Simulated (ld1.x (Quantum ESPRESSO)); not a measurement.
Before and after: PAW potential for aluminium (Al)

| Property | Result |
| --- | --- |
| Element | aluminium |
| Generator | ld1.x (Quantum ESPRESSO) 7.5 |
| Type | PAW |
| Functional | Wu–Cohen |
| Relativity | non-relativistic |
| Frozen core | [Ne] |
| Valence charge | 3 |
| Reference configuration | 3s2 3p0.5 (charge +0.5) |
| Partial waves | 3s (bound): rcut 1.35, rcutus 1.90 bohr; 3s channel at 1.45 Ry: rcut 1.35, rcutus 1.90 bohr; 3p (bound): rcut 1.50, rcutus 1.80 bohr; 3p channel at 0.85 Ry: rcut 1.50, rcutus 1.80 bohr |
| Local potential | all-electron potential smoothed inside 1.85 bohr (lloc = -1) |
| Core correction | Bessel-smoothed model core inside 1.65 bohr |
| Augmentation charge | PSQ, inside the norm-conserving radii |

Change: local potential all-electron potential smoothed inside 1.02 bohr (lloc = -1).

Cutoffs: the cutoffs (Ry, on a coarse ladder) from which the occupation-weighted sum of valence levels, in a spherical-Bessel basis at the reference potential, stays within 10 and 1 mRy of its value at 400 Ry; they do not see the model core or the augmentation charge, which bear on the density cutoff. Errors are all-electron minus pseudo energies relative to the spin-unpolarised reference configuration.

Question: How do hardness, ghosts and transferability respond?

Answer: Both files are so soft that the ladder of cutoffs tells neither apart; the errors of the 7 common tests hardly move; the range in which the s phases agree narrows (upper end at the end of the scan → 2.7); the range in which the p phases agree widens (upper end 3.4 → at the end of the scan); neither file shows a bound ghost.

| quantity | base | changed |
| --- | --- | --- |
| cutoff, loose | 8 Ry | 8 Ry |
| cutoff, tight | 12 Ry | 12 Ry |
| bound ghosts | none | none |
| error for 3s2 3p1, meV [ΔE -2.08 eV] | -0.1 | 0.0 |
| error for 3s2 3p0, meV [ΔE 3.67 eV] | -0.4 | -0.4 |
| error for 3s1 3p0, meV [ΔE 22.83 eV] | -20 | -20 |
| error for 3s1 3p1, meV [ΔE 9.43 eV] | -3.8 | -3.5 |
| error for 3s0 3p3, meV [ΔE 8.27 eV] | -5.9 | -5.5 |
| error for 3s2 3p1.3, meV [ΔE -2.64 eV] | -0.1 | 0.0 |
| error for 3s1 3p2, meV [ΔE 3.02 eV] | -1.2 | -1.1 |
| s: phases at 2.05 bohr within 0.05 rad from the reference energy up to (Ry; the scan ends near 5) | to the end of the scan | 2.7 |
| p: phases at 2.05 bohr within 0.05 rad from the reference energy up to (Ry; the scan ends near 5) | 3.4 | to the end of the scan |
| lowest overlap eigenvalue by channel | s 0.47, p 0.78 | s 0.39, p 0.78 |
